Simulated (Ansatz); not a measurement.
Ansatz results at the PBE0-D4/def2-TZVP geometry: HOMO–LUMO gap (ωB97M-V/def2-TZVPP) 11.41 eV; HOMO–LUMO gap (PBE0/def2-TZVPP) 7.61 eV; LUMO energy (PBE0/def2-TZVPP) 0.73 eV.

(1) Which molecule gave them?
A. `C[Si]1(F)CN1`
B. `BC(C)=C=C`
C. `C=C(F)N[SiH3]`
D. `C[SiH2]/N=C/F`

Answers

(1) A. The others give `C[SiH2]/N=C/F`: 12.13, 7.57, -0.49; `BC(C)=C=C`: 10.11, 5.91, -1.78; `C=C(F)N[SiH3]`: 10.38, 6.61, 0.26.
